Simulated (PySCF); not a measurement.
A series of substituents X on one scaffold: SiH2(OH)-X. All species are isolated molecules in the gas phase. One relaxed conformer stands for each flexible species; it need not be the lowest. Strings in code marks are SMILES.

The numbers are results of PBE-D3(BJ)/def2-TZVP // PBE0-D4/def2-TZVP in PySCF 2.14.0, not measurements. All candidates: neutral, multiplicity 1. Delta-SCF ions had no search for a lower state. Excitations are Tamm–Dancoff values on a coarser integration grid. The basis has no diffuse functions, so Rydberg states are missing or too high.

```json
{
  "LUMO": "-1.53 eV",
  "S1 excitation (TDA)": "4.34 eV",
  "vertical ionisation energy (Delta-SCF)": "8.93 eV"
}
```

### Question
Name which member has these values.
(A) `C[S@](=O)[SiH2]O` (O–S–Si–O torsion -17°, S–Si–O–H torsion 14°)
(B) `C#C[SiH2]O`
(C) `O[SiH2][GeH3]` (H–O–Si–Ge torsion 60°)
(D) `O[SiH2][SiH3]` (H–O–Si–Si torsion 59°)

### Answer
A, `C[S@](=O)[SiH2]O` (O–S–Si–O torsion -17°, S–Si–O–H torsion 14°). The others give `O[SiH2][GeH3]` (H–O–Si–Ge torsion 60°): -1.20 eV, 5.63 eV, 9.56 eV; `C#C[SiH2]O`: -1.50 eV, 5.62 eV, 10.11 eV; `O[SiH2][SiH3]` (H–O–Si–Si torsion 59°): -1.32 eV, 5.57 eV, 9.64 eV
